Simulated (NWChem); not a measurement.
Species: GaH, singlet; SMILES [GaH]

```xyz
2

Ga     0.0000     0.0000    -0.0517
H      0.0000     0.0000    -1.7341
```
Atoms are numbered in this order, from 1.

Low-valent species are run as closed-shell singlets; no triplet was tried in these runs. Coordinates come from a PBE0-D3(BJ)/def2-TZVP optimisation.

List the 4 lowest vertical singlet excitations and the 4 lowest triplet ones from LRC-wPBEh/def2-SVP, full TDDFT (NWChem).


| state | energy (eV) | oscillator strength | leading excitation (squared amplitude) |
|---|---|---|---|
| S1 | 2.93 | 0.033 | HOMO → LUMO+1 (1.00) |
| S2 | 2.93 | 0.033 | HOMO → LUMO (1.00) |
| S3 | 7.76 | 0.358 | HOMO → LUMO+3 (0.92) |
| S4 | 8.13 | 0.773 | HOMO → LUMO+2 (0.91) |
| T1 | 1.69 | spin-forbidden | HOMO → LUMO (1.02) |
| T2 | 1.69 | spin-forbidden | HOMO → LUMO+1 (1.02) |
| T3 | 5.51 | spin-forbidden | HOMO → LUMO+2 (0.99) |
| T4 | 6.55 | spin-forbidden | HOMO−1 → LUMO (0.97) |
